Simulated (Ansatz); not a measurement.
C2H8O2Si can be A, `CC(O)O[SiH3]`, or B, `CO[SiH](C)O`.

Gas-phase electronic energies from Ansatz, PBE0-D4/def2-TZVP geometries. CCSD(T)/CBS is the MP2 limit (def2-TZVPP, def2-QZVPP) plus CCSD(T) − MP2 in def2-TZVPP, frozen cores. DFT in def2-TZVPP. B3LYP here is the variant with VWN-RPA as its local correlation; programs differ in this. Each species was taken in one conformer, which may not be the lowest.

Question: Which is lower in electronic energy at CCSD(T)/CBS, and by how much? (An estimate is asked.)

Answer: The calculation gave: B, by 195.0 kJ/mol.

Question: Give E(B) − E(A) in kJ/mol with B2PLYP, HF/def2-TZVPP, CCSD(T)/def2-TZVPP, B3LYP-D4, r2SCAN-D4, CCSD/def2-TZVPP, ωB97M-V. (Estimate.)

Answer: Computed: B2PLYP -195.1, HF/def2-TZVPP -190.8, CCSD(T)/def2-TZVPP -190.3, B3LYP-D4 -192.1, r2SCAN-D4 -193.8, CCSD/def2-TZVPP -191.8, ωB97M-V -193.2. None reverses the order clearly.

Largest T1 diagnostic: 0.011.

From PBE to PBE0 (25 % exact exchange), in def2-TZVPP and without D4, E(B) − E(A) moves by −4.0 kJ/mol.
